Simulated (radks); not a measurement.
Pd14+, 32 electrons, occupied as [Ne] 3s2 3p5 3d10 4s2 4p3 (not the ground configuration).

Method: scalar-relativistic Kohn-Sham, LDA (Slater exchange, Perdew-Wang correlation), spin-polarised, spherical densities, finite nucleus; open shells are filled with parallel spins first (spin-orbit coupling, left out, can overturn this in heavy ions); Fermi nuclear charge, rms radius 4.5318 fm; computed with a radial shooting solver on a logarithmic mesh with Libxc functionals.

Energy parts (eV):
part                       energy
total                 -134768.335
kinetic                139838.321
electron-nucleus      -314412.507
Hartree                 43246.454
exchange-correlation    -3440.604

Orbitals (lengths in bohr, moments of r in powers of bohr):
orbital	occ.	eigenvalue (eV)	<1/r>
1s up	1	-24509.74	48.18
1s down	1	-24507.11	48.19
2s up	1	-3888.913	10.94
2s down	1	-3887.103	10.94
2p up	3	-3528.619	10.59
2p down	3	-3526.153	10.59
3s up	1	-977.9763	3.879
3s down	1	-974.0660	3.878
3p up	3	-859.0637	3.707
3p down	2	-855.0257	3.707
3d up	5	-671.2353	3.494
3d down	5	-667.5086	3.497
4s up	1	-376.6845	1.686
4s down	1	-370.0000	1.685
4p up	3	-336.4544	1.591
4p down	0	-329.8670	1.587

The highest occupied level is 4p up at -336.45 eV. The spin density at the nucleus is -4.451 e/bohr^3 (1s -6.418, 2s 1.045, 3s 0.905, 4s 0.017). Summed over all electrons, <r^2> = 6.800 bohr^2, which gives a Langevin (diamagnetic) susceptibility term of -5.39 x 10^-6 cm^3/mol. The density falls to 0.001 e/bohr^3 at r = 1.90 bohr.
